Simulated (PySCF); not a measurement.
## Spin states of BeAl⁺

Unrestricted PBE0; PySCF, no relativity, basis sets Be def2-TZVP, Al def2-TZVP. Outer shells of the fragments: Be 2s2; Al+ 3s2.

Followed along the bond (rough minima from three points):

```csv
2Ms+1,unpaired,⟨S²⟩ at the start,R at minimum (Å),Te (eV)
1,none,0.00,2.81,0.00
3,σ ↑↑,2.00,2.62,1.49
3,"σ ↑, π ↑",2.02,2.27,1.52
1,"σ ↑, π ↓",1.02,2.25,1.95
```

Solutions found at the starting distance of 2.255 Å, counted from the lowest of them; the search is not exhaustive and high or unbound solutions are not listed, so other states can lie among these:

| 2Ms+1 | unpaired | term | E (eV) | ⟨S²⟩ | ⟨Lz²⟩ | μ (D) |
| --- | --- | --- | --- | --- | --- | --- |
| 1 | none | ¹Σ⁺ | 0.00 | 0.00 | 0.00 | -2.83 |
| 3 | σ ↑, π ↑ | ³Π | 1.02 | 2.02 | 1.00 | -2.31 |
| 3 | σ ↑↑ | ³Σ⁺ | 1.24 | 2.00 | 0.00 | 0.46 |
| 1 | σ ↑, π ↓ | mixed | 1.44 | 1.02 | 1.01 | -2.50 |
| 3 | π ↑↑ | ³Σ⁻ | 3.29 | 2.03 | 0.00 | -1.84 |
| 1 | π ↑↓ | mixed | 3.48 | 1.01 | 2.02 | -1.99 |

A term symbol is given only where ⟨S²⟩ and ⟨Lz²⟩ are close to those of a pure state; real π, δ and φ orbitals otherwise mix terms. A positive dipole points towards Al; it is taken about the centre of mass and depends on that origin.

Question: Compare the gap between the two lowest followed solutions at the starting distance with the gap between their minima.

Answer: At PBE0 the second solution (triplet, unpaired electrons σ ↑↑) lies +1.24 eV from the first (singlet, closed shell) at 2.255 Å and +1.49 eV at the minima; the two curves relax by different amounts, since their minima lie near 2.62 and 2.81 Å.

Counting both spins, an empty level lies below a filled one in some of these solutions, because spin and occupation are held.
